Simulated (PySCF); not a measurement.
NICS in rings of unrelated molecules.

Probes without a nucleus sit at each ring's centroid and 1 Å off its mean plane on both sides; NICS is minus the shielding there, NICSzz its component along the normal. Level: GIAO PBE0/pcSseg-1 (PySCF, non-relativistic, gas phase) on the PBE0-D3(BJ)/def2-SVP geometries, one conformer each. Atom numbers follow the mapped SMILES.

Question: Order these rings by mean NICS(1)zz, lowest (most negative) first (ppm).
A. ring C3–C4–C5–C6–S10 in `[CH2:1]=[N:2][c:3]1[cH:4][cH:5][c:6]([B:7]([OH:8])[OH:9])[s:10]1`
B. ring N4–C5–C6–N7–Si8 in `[CH3:1][CH:2]([CH3:3])[N:4]1[CH2:5][CH2:6][NH:7][SiH2:8]1`
C. ring C2–C4–C5 in `[F:1][C:2]1([F:3])[CH2:4][CH2:5]1`
D. ring S1–S2–S3–S4–S5–S6–S7–S8 in `[S:1]1[S:2][S:3][S:4][S:5][S:6][S:7][S:8]1`
E. ring C3–C4–C5–C6–C7 in `[NH+:1]#[C:2][C:3]1=[CH:4][CH2:5][CH:6]=[CH:7]1` (charge +1)
F. ring C4–C5–C6–C7–C9–N10 in `[OH:1][B:2]([OH:3])[c:4]1[cH:5][cH:6][c:7]([SH:8])[cH:9][n:10]1`

Answer: F (-25.2), A (-21.5), C (-15.0), E (-13.5), B (-2.3), D (1.8).

```csv
SMILES,ring,NICS(0),NICS(1),NICS(1)zz,HOMA,rms pucker (Å),ring atoms with four or more neighbours
OB(O)c1ccc(S)cn1,6-membered ring with N; formal bonds all aromatic,-6.5,-10.5,-25.2,0.97,0.00,0
C=Nc1ccc(B(O)O)s1,5-membered ring with S; formal bonds all aromatic,-9.8,-9.6,-21.5,0.82,0.00,0
FC1(F)CC1,3-membered carbocycle; formal bonds all single,-34.6,-6.6,-15.0,–,0.00,3
[NH+]#CC1=CCC=C1,"5-membered carbocycle; formal bonds 2 double, 3 single",-4.3,-6.4,-13.5,–,0.00,1
CC(C)N1CCN[SiH2]1,5-membered ring with 2 N and Si; formal bonds all single,-8.0,-2.9,-2.3,–,0.15,3
S1SSSSSSS1,8-membered ring with 8 S; formal bonds all single,-0.9,-1.2,1.8,–,0.50,0
```

NICS(0) gives another order. The isotropic NICS(1) gives the same order. HOMA uses Krygowski's 1993 parameters; it is left out where a ring has a four-coordinate atom, a triple bond, no multiple bond or a kind of bond without parameters. NICS(1) and NICS(1)zz are means over the two faces.
